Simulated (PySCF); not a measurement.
# ¹⁹F chemical shifts

- GIAO PBE0/pcSseg-1 shieldings
- structure optimised with GFN2-xTB
- run in PySCF 2.14.0 with density-fitted response routines
- no relativistic terms, averaged over atoms made equivalent by symmetry, fast rotation or ring inversion, isolated molecule, a single conformation

Shieldings were converted by a linear fit to measured shifts: ¹⁹F: δ = 146.13 − 0.903σ +14.6 on sp3 carbon (rms 6.0 ppm, 223 shifts, 7.0 ppm with the 5 outliers that the fit left out vs CFCl3, solution or neat liquid). Occasional misses reach two or three times the rms, and more in compound classes unlike the fitted ones.

Question: Give the ¹⁹F shifts of `CCS[SiH2]CC(F)F`, `F[C@@H]1C[C@@]1(F)[C@@H]1C[SiH2]S1`, `CC#CC[Si@@H](S)C(F)F`, `F[C@@H]1C[C@@]1(F)[C@H]1C[SiH2]S1`, `F[C@@H]1C[C@@H]2C[SiH2][C@@]1(F)S2`, `F[C@@H]1C[C@]1(F)[C@@H]1C[SiH2]S1`.

Answer: 
```json
{"compound": "CCS[SiH2]CC(F)F", "environment": "fluorine of a CF2 group (×2)", "δ (ppm)": "-105.0"}
{"compound": "[F:1][C@@H:2]1[CH2:3][C@@:4]1([F:5])[C@@H:6]1[CH2:7][SiH2:8][S:9]1", "environment": "F5: fluorine on an sp3 carbon", "δ (ppm)": "-199.4"}
{"compound": "[F:1][C@@H:2]1[CH2:3][C@@:4]1([F:5])[C@@H:6]1[CH2:7][SiH2:8][S:9]1", "environment": "F1: fluorine on an sp3 carbon", "δ (ppm)": "-227.8"}
{"compound": "[CH3:1][C:2]#[C:3][CH2:4][Si@@H:5]([SH:6])[CH:7]([F:8])[F:9]", "environment": "F8: fluorine of a CF2 group", "δ (ppm)": "-139.6"}
{"compound": "[CH3:1][C:2]#[C:3][CH2:4][Si@@H:5]([SH:6])[CH:7]([F:8])[F:9]", "environment": "F9: fluorine of a CF2 group", "δ (ppm)": "-142.2"}
{"compound": "[F:1][C@@H:2]1[CH2:3][C@@:4]1([F:5])[C@H:6]1[CH2:7][SiH2:8][S:9]1", "environment": "F5: fluorine on an sp3 carbon", "δ (ppm)": "-198.7"}
{"compound": "[F:1][C@@H:2]1[CH2:3][C@@:4]1([F:5])[C@H:6]1[CH2:7][SiH2:8][S:9]1", "environment": "F1: fluorine on an sp3 carbon", "δ (ppm)": "-223.2"}
{"compound": "[F:1][C@@H:2]1[CH2:3][C@@H:4]2[CH2:5][SiH2:6][C@@:7]1([F:8])[S:9]2", "environment": "F1: fluorine on an sp3 carbon", "δ (ppm)": "-164.4"}
{"compound": "[F:1][C@@H:2]1[CH2:3][C@@H:4]2[CH2:5][SiH2:6][C@@:7]1([F:8])[S:9]2", "environment": "F8: fluorine on an sp3 carbon", "δ (ppm)": "-199.5"}
{"compound": "[F:1][C@@H:2]1[CH2:3][C@:4]1([F:5])[C@@H:6]1[CH2:7][SiH2:8][S:9]1", "environment": "F5: fluorine on an sp3 carbon", "δ (ppm)": "-193.9"}
{"compound": "[F:1][C@@H:2]1[CH2:3][C@:4]1([F:5])[C@@H:6]1[CH2:7][SiH2:8][S:9]1", "environment": "F1: fluorine on an sp3 carbon", "δ (ppm)": "-210.2"}
```
